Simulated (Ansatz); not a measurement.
Cl₂H₂NSV, SMILES `[NH2][V](=[S])([Cl])[Cl]` at its PBE0-D4/def2-TZVP geometry, where that method's forces vanish. The species carries charge 0 and has multiplicity 1.

```xyz
7

N     0.6741   -0.0509    0.9229
V    -0.3488    0.0233   -0.5448
S     0.8981   -0.2153   -2.0670
Cl   -1.8040   -1.5542   -0.4862
Cl   -1.3273    1.9319   -0.6420
H     0.2366    0.0495    1.8321
H     1.6714   -0.1843    0.9850
```

What forces (eV/Å) does B3LYP-D4/def2-TZVPP give on these atoms in the Gaussian-basis code of Ansatz? (An estimate is asked.)

The calculation gave: 
```
N1   0.227 -0.015  0.352
V2  -0.157  0.021 -0.003
S3   0.320 -0.062 -0.410
Cl4 -0.252 -0.263  0.014
Cl5 -0.173  0.322 -0.012
H6   0.037 -0.004  0.018
H7  -0.002  0.002  0.041
```

B3LYP here is the variant with VWN-RPA as its local correlation; programs differ in this.
